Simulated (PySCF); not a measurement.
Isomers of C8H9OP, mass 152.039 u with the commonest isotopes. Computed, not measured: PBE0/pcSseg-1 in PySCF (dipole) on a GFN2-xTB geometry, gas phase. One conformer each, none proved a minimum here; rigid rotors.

Question: Order these by rotational constant B, largest first.
A. `[O:1]=[P@@H:2]1[CH2:3][CH2:4][c:5]2[cH:6][cH:7][cH:8][cH:9][c:10]21` with O1–P2–C3–C4 -154°, P2–C3–C4–C5 31°, C3–C4–C5–C6 158°, O1–P2–C10–C9 -37°
B. `[CH3:1][C:2](=[O:3])[c:4]1[cH:5][p:6][cH:7][cH:8][c:9]1[CH3:10]` with C1–C2–C4–C5 -48°
C. `[CH:1]1=[CH:2][P:3]([c:4]2[cH:5][cH:6][cH:7][o:8]2)[CH2:9][CH2:10]1` with C2–P3–C4–C5 110°, C1–C2–P3–C4 90°, C2–P3–C9–C10 16°, P3–C9–C10–C1 -19°, C2–C1–C10–C9 13°

Answer: A (997.9 MHz), B (933.4 MHz), C (899.0 MHz).

Question: Order these by out-of-plane moment Σ m c² = (Ia + Ib − Ic)/2, smallest first.
A. `[CH3:1][C:2](=[O:3])[c:4]1[cH:5][p:6][cH:7][cH:8][c:9]1[CH3:10]` with C1–C2–C4–C5 -48°
B. `[O:1]=[P@@H:2]1[CH2:3][CH2:4][c:5]2[cH:6][cH:7][cH:8][cH:9][c:10]21` with O1–P2–C3–C4 -154°, P2–C3–C4–C5 31°, C3–C4–C5–C6 158°, O1–P2–C10–C9 -37°
C. `[CH:1]1=[CH:2][P:3]([c:4]2[cH:5][cH:6][cH:7][o:8]2)[CH2:9][CH2:10]1` with C2–P3–C4–C5 110°, C1–C2–P3–C4 90°, C2–P3–C9–C10 16°, P3–C9–C10–C1 -19°, C2–C1–C10–C9 13°

Answer: B (13.26 u·Å²), A (25.97 u·Å²), C (73.61 u·Å²).

Question: Order these by rotational constant A, largest first.
A. `[O:1]=[P@@H:2]1[CH2:3][CH2:4][c:5]2[cH:6][cH:7][cH:8][cH:9][c:10]21` with O1–P2–C3–C4 -154°, P2–C3–C4–C5 31°, C3–C4–C5–C6 158°, O1–P2–C10–C9 -37°
B. `[CH:1]1=[CH:2][P:3]([c:4]2[cH:5][cH:6][cH:7][o:8]2)[CH2:9][CH2:10]1` with C2–P3–C4–C5 110°, C1–C2–P3–C4 90°, C2–P3–C9–C10 16°, P3–C9–C10–C1 -19°, C2–C1–C10–C9 13°
C. `[CH3:1][C:2](=[O:3])[c:4]1[cH:5][p:6][cH:7][cH:8][c:9]1[CH3:10]` with C1–C2–C4–C5 -48°

Answer: B (2416 MHz), A (2241 MHz), C (1864 MHz).

| SMILES | point group | Ia (u·Å²) | Ib (u·Å²) | Ic (u·Å²) | κ | μa (D) | μb (D) | μc (D) |
| --- | --- | --- | --- | --- | --- | --- | --- | --- |
| C1=CP(c2ccco2)CC1 | C1 | 209.18 | 562.15 | 624.10 | -0.89 | 0.25 | 1.40 | 0.32 |
| CC(=O)c1cpccc1C | C1 | 271.10 | 541.44 | 760.60 | -0.55 | 0.39 | 0.30 | 1.75 |
| O=[P@@H]1CCc2ccccc21 | C1 | 225.56 | 506.45 | 705.50 | -0.63 | 2.95 | 3.15 | 1.30 |
